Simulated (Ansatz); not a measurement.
`C[N](C)[Hf]([CH3])([OH])[F]` + `CBr` → `[CH3][Hf]([OH])([F])[Br]` + `CN(C)C`  (formal exchange of groups at the Hf–N bond)

Isolated molecules relaxed with PBE0-D4/def2-TZVP in Ansatz; ΔE leaves out vibrations. CCSD(T)/CBS adds triple-zeta CCSD(T) − MP2 to the extrapolated MP2 energy (def2 sets, frozen cores). DFT in def2-TZVPP. def2 core potentials past Kr. For Br, Hf outer-core shells are correlated without core-valence functions, which leaves a few kJ/mol of doubt a bond. Scalar relativity is left out up to krypton. One conformer a species, not always the lowest.

```csv
level,ΔE (kJ/mol),difference from CCSD(T)/CBS
CAM-B3LYP-D4,-101.3,-2.0
ωB97X-V,-102.5,-3.2
ωB97M-V,-102.0,-2.7
BLYP,-89.1,10.2
r2SCAN,-103.6,-4.3
CAM-B3LYP,-103.7,-4.4
CCSD(T)/def2-SVP,-104.3,-5.0
HF/def2-TZVPP,-122.8,-23.5
MP2/def2-QZVPP,-98.7,0.6
MP2/CBS(def2),-100.4,-1.1
CCSD(T)/CBS,-99.3,0
```

Largest T1 diagnostic among the species: 0.015.

From BLYP to BHLYP (50 % exact exchange), in def2-TZVPP and without D4, ΔE moves by −20.5 kJ/mol. The D4 term adds +3.1 kJ/mol with B3LYP and +2.1 kJ/mol with PBE0; it sums over pairs of atoms, weighted by their polarisabilities, and B3LYP, whose exchange is more repulsive, gets the larger term. In def2-TZVPP, CCSD(T) changes the Hartree–Fock value by +27.5 kJ/mol (the triples alone add +3.5 kJ/mol) and MP2 by +26.4 kJ/mol.

B3LYP here is the variant with VWN-RPA as its local correlation; programs differ in this.
